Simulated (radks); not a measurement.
Values are calculated unless marked as measured or tabulated.
Coulomb parameter of the 5d shell of the iridium ion Ir+ in the model configuration [Xe] 4f14 5d6.5 6s1.5, as a second difference U = [E(n + 0.5) + E(n - 0.5) - 2 E(n)] / (0.5)^2 with all orbitals relaxed. "Bare": the charge of the atom changes with n. "Screened": the 6s shell takes up the change at fixed total charge, which measures U(5d,5d) + U(6s,6s) - 2 U(5d,6s). Code: a radial shooting solver on a logarithmic mesh with Libxc functionals. Model: scalar-relativistic Kohn-Sham, PBEsol, spin-unpolarised, spherical densities, point nucleus.

case                   configuration  E - E(n) (eV)
start          [Xe] 4f14 5d6.5 6s1.5          0.000
bare +0.5        [Xe] 4f14 5d7 6s1.5         -6.881
bare -0.5        [Xe] 4f14 5d6 6s1.5          9.629
screened +0.5      [Xe] 4f14 5d7 6s1         -1.011
screened -0.5      [Xe] 4f14 5d6 6s2          1.287

U(bare) = 10.995 eV, U(screened by 6s) = 1.107 eV, against the Slater integral F0(5d,5d) = 15.021 eV with frozen orbitals.
